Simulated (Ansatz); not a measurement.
Basis-set extrapolation for CH₇O₂Si₂, SMILES `O[SiH]C[SiH2]O` radical (PBE0-D4/def2-TZVP geometry, frozen core, the Gaussian-basis code of Ansatz). Multiplicity 2, UHF reference.

|  | def2-TZVPP | def2-QZVPP |
| --- | --- | --- |
| HF | -769.717891 | -769.745584 |
| MP2 correlation | -0.884573 | -0.953035 |
| CCSD(T) correlation | -0.961459 | not run |

Energies in hartree. Use E(X) = E(∞) + A·exp(−7.88·√X) for Hartree–Fock and E(X) = E(∞) + B·X^(−2.97) for correlation, with X = 3 and 4, and add CCSD(T) minus MP2 of the smaller set to the MP2 limit.

**Question.** What is the CCSD(T) energy at the basis-set limit?

**Answer.** HF limit: -769.745584 + (-0.027693) × 0.13774 = -769.74940. MP2 limit: -0.953035 + (-0.068462) × 0.74074 = -1.00375. Higher-order term: -0.961459 − (-0.884573) = -0.07689. Total: -770.83004 hartree, 395.6 kJ/mol below CCSD(T)/def2-TZVPP.
